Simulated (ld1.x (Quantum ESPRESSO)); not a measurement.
## Before and after: TM potential for S (Z = 16)

| Property | Result |
| --- | --- |
| Element | sulfur (S) |
| Generator | ld1.x (Quantum ESPRESSO) 7.5 |
| Type | norm-conserving Troullier–Martins (Kleinman–Bylander form) |
| Functional | revPBE |
| Relativity | non-relativistic |
| Frozen core | [Ne] |
| Valence charge | 6 |
| Reference configuration | 3s2 3p3 (charge +1) |
| Partial waves | 3p (bound): rc 1.20 bohr; 3d channel at -0.1 Ry: rc 1.20 bohr; 3s (bound): rc 1.25 bohr |
| Local potential | the s channel |
| Core correction | Bessel-smoothed model core, default radius (core density twice the valence density) |

Change: scalar-relativistic.

Cutoffs: the cutoffs (Ry, on a coarse ladder) from which the occupation-weighted sum of valence levels, in a spherical-Bessel basis at the reference potential, stays within 10 and 1 mRy of its value at 400 Ry; they do not see the model core or the augmentation charge, which bear on the density cutoff. Errors are all-electron minus pseudo energies relative to the spin-unpolarised reference configuration.

How do hardness, ghosts and transferability respond?

The potential gets neither clearly harder nor softer (70 Ry and 140 Ry → 70 Ry and 140 Ry); of the 7 tests that both files solve, the error grows in 1 and shrinks in 2 by more than 15 % and 0.3 meV (median size 4.2 → 4.9 meV); neither file shows a bound ghost.

| quantity | base | changed |
| --- | --- | --- |
| cutoff, loose | 70 Ry | 70 Ry |
| cutoff, tight | 140 Ry | 140 Ry |
| bound ghosts | none | none |
| error for 3s2 3p4, meV [ΔE -11.76 → -11.74 eV] | +4.2 | +4.9 |
| error for 3s2 3p2, meV [ΔE 22.27 → 22.26 eV] | +9.1 | +7.9 |
| error for 3s2 3p1, meV [ΔE 56.30 → 56.28 eV] | +46 | +43 |
| error for 3s1 3p5, meV [ΔE -1.57 → -1.43 eV] | +2.6 | +2.6 |
| error for 3s2 3p4.3, meV [ΔE -13.46 → -13.44 eV] | +6.1 | +6.9 |
| error for 3s0 3p6, meV [ΔE 8.73 → 9.00 eV] | +2.9 | +2.4 |
| error for 3s1 3p4, meV [ΔE 10.75 → 10.89 eV] | +1.1 | +0.6 |
| s: phases at 1.34 bohr within 0.05 rad from the reference energy up to (Ry; the scan ends near 5) | to the end of the scan | to the end of the scan |
| p: phases at 1.34 bohr within 0.05 rad from the reference energy up to (Ry; the scan ends near 5) | 4.0 | 3.9 |
| d: phases at 1.34 bohr within 0.05 rad from the reference energy up to (Ry; the scan ends near 5) | to the end of the scan | to the end of the scan |
